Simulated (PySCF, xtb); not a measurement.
CH4O4, SMILES OC(O)(O)O. Other conformers were not sampled.

Harmonic wavenumbers (cm⁻¹) from GFN2-xTB in xtb at its own minimum, in rising order: 239, 242, 287, 294, 425, 443, 542, 542, 589, 881, 1007, 1008, 1122, 1136, 1193, 1294, 1294, 3546, 3549, 3550, 3554.

What does PBE-D3(BJ)/def2-SVP (PySCF) give at its own minimum? (An estimate is asked for; the answer gives what the named calculation found.)

247, 336, 337, 337, 452, 491, 580, 580, 605, 869, 1004, 1004, 1132, 1183, 1262, 1389, 1389, 3702, 3703, 3703, 3709. Paired by order, the mean absolute difference is 63 cm⁻¹ and the zero-point energies are 38.2 and 40.0 kcal/mol.
